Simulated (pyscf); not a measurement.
**O=Os(=O)(OH)–OH, singlet**

Gas-phase minimum from PySCF at ωB97X-D3(BJ)/def2-SVP, one conformer. Other isomers of O=Os(=O)(OH)–OH [singlet] were not searched in full and may lie lower. 

SMILES: [O]=[Os](=[O])([OH])[OH]
```xyz
7

O      0.0280    -1.1164     0.7746
Os     0.3999     0.2824    -0.0794
O      1.5398     1.3941     0.4587
O     -1.1391     1.1136    -0.8272
O      0.6229    -0.0824    -1.9092
H     -1.6978     1.5354    -0.1596
H     -0.1344     0.3127    -2.3826
```
Charge 0, spin multiplicity 1.

Bond lengths (Å): O1–Os2 1.681, Os2–O3 1.681, Os2–O4 1.902, Os2–O5 1.879, O4–H6 0.967, O5–H7 0.977. Angles (°): O1–Os2–O3 122.5, O1–Os2–O4 112.6, O1–Os2–O5 111.1, O3–Os2–O4 112.7, O3–Os2–O5 111.1, O4–Os2–O5 78.3, Os2–O4–H6 112.7, Os2–O5–H7 107.5.

Properties at ωB97X-D3(BJ)/def2-SVP:

| Item | Value |
|---|---|
| Harmonic wavenumbers, unscaled | 204, 239, 269, 297, 373, 553, 705, 715, 739, 1022, 1027, 1078, 1155, 3711, 3859 cm⁻¹ |
| Zero-point energy | 22.8 kcal/mol |
| Rotational symmetry number | 1 |
| Entropy of this conformer at 298 K and 1 atm, rigid rotor and harmonic oscillator, modes under 100 cm⁻¹ raised to 100 | 328.7 J/(mol K) |
| Dipole moment | 2.64 D |

Single-point totals, which compare only within one level:

| level | total energy (hartree) |
|---|---|
| ωB97X-D3(BJ)/def2-TZVP | -393.02198 |
| PBE/def2-TZVP | -392.75305 |
| r²SCAN/def2-TZVP | -392.89846 |
| B3LYP-D3(BJ)/def2-TZVP | -393.01055 |
| PBE0-D3(BJ)/def2-TZVP | -392.64205 |
| M06-2X/def2-TZVP | -392.69135 |
| ωB97M-D3(BJ)/def2-TZVP | -392.97479 |

Elements past Kr carry the def2 core potentials, without spin-orbit coupling.
